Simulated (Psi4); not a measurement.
C₃H₉Ga, triplet, geometry from GFN2-xTB (such geometries of metal compounds can be far from the true shape) (a higher spin typed on purpose: for a closed-shell molecule this is an excited state). Base run: PBE0/6-31G in Psi4 1.11.

The Psi4 input:
```
memory 2 GB

molecule mol {
0 3
  Ga   -0.292040    0.332484    0.325080
  C    -0.812222   -1.791253   -0.372642
  H    -0.101498   -2.123809   -1.118283
  H    -1.785972   -1.586213   -0.808096
  H    -0.878857   -2.469021    0.469292
  C     0.080373    1.489137   -1.436293
  H     0.580763    0.842654   -2.160142
  H     0.727524    2.341576   -1.223313
  H    -0.843394    1.862415   -1.881186
  C     1.655189   -0.781882    0.809378
  H     2.222460    0.041712    1.233297
  H     2.091655   -1.133473   -0.117062
  H     1.500505   -1.578868    1.525357
}

set basis 6-31g
set reference uks

energy('pbe0')
print_variables()
```

Each row names what was changed in the base input (with any setting that the change needs).

| change | basis functions | E (Eh) | dipole (D) |
|---|---|---|---|
| base | 74 | -2043.57899 | 1.54 |
| basis = cc-pVDZ-DK; relativity = spin-free X2C (with scf_type pk) | 114 | -2063.03665 | 1.50 |
| basis = cc-pVDZ-DK; relativity = none (with scf_type pk) | 114 | -2034.11979 | 1.54 |

Total energies compare only within one method and basis.

Open shells are given as the SCF converged; they aren't shown to be the lowest states, and a large step between rows can be another state.

Basis sets contracted for a relativistic Hamiltonian are a mismatch without it, so the rows without relativity aren't non-relativistic limits. No row has spin-orbit coupling; sets with core potentials leave out the core electrons.
